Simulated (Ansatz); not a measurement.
C$_{2}$H$_{6}$Mg, singlet, at a GFN2-xTB geometry (such geometries of metal compounds can be far from the true shape). Base run: B3LYP/pcseg-1 (Ansatz, a first-principles code).

Here is a job for Ansatz.
Ansatz 0.2 input:
```yaml
crystal:
  periodic: [false, false, false]
  atoms:
    - {symbol: Mg, position_ang: [-0.01819889, 0.66989224, 0.10834056]}
    - {symbol: C, position_ang: [1.43542092, -0.14320832, -1.21160084]}
    - {symbol: H, position_ang: [1.86730763, -1.00768391, -0.70053360]}
    - {symbol: H, position_ang: [2.25335339, 0.50190837, -1.53163332]}
    - {symbol: H, position_ang: [0.92848128, -0.51145758, -2.10691079]}
    - {symbol: C, position_ang: [-1.41524937, -0.59434568, 1.09173900]}
    - {symbol: H, position_ang: [-1.51373670, -1.46845797, 0.44255515]}
    - {symbol: H, position_ang: [-2.41245308, -0.18855395, 1.26350581]}
    - {symbol: H, position_ang: [-1.02559520, -0.93913775, 2.05210105]}
basis:
  gaussian:
    orbitals: pcseg-1.json
hamiltonian:
  xc: b3lyp
```
The basis file holds pcseg-1 in the JSON format of the Basis Set Exchange.

Each row names what was changed in the base input (with any setting that the change needs).

```csv
change,basis functions,E (Eh)
base,68,-279.86396
basis = cc-pVDZ-DK; relativity = spin-free X2C,76,-280.22592
basis = cc-pVTZ-DK; relativity = spin-free X2C,178,-280.27341
basis = x2c-TZVPall; relativity = none,130,-279.89373
basis = x2c-TZVPall; relativity = spin-free X2C; nucleus = Gaussian,130,-280.26737
basis = cc-pVDZ-DK; relativity = spin-free X2C; nucleus = Gaussian,76,-280.22582
basis = cc-pVTZ-DK; relativity = spin-free X2C; nucleus = Gaussian,178,-280.27331
basis = x2c-TZVPall; relativity = spin-free X2C,130,-280.26746
basis = cc-pVTZ-DK; relativity = none,178,-279.87777
basis = cc-pVDZ-DK; relativity = none,76,-279.83892
```

Absolute energies of different levels of theory aren't comparable as measures of quality.

Ansatz warned in this series: the basis is contracted for relativity, which the run leaves out.

Basis sets contracted for a relativistic Hamiltonian are a mismatch without it, so the rows without relativity aren't non-relativistic limits. No row has spin-orbit coupling; sets with core potentials leave out the core electrons.
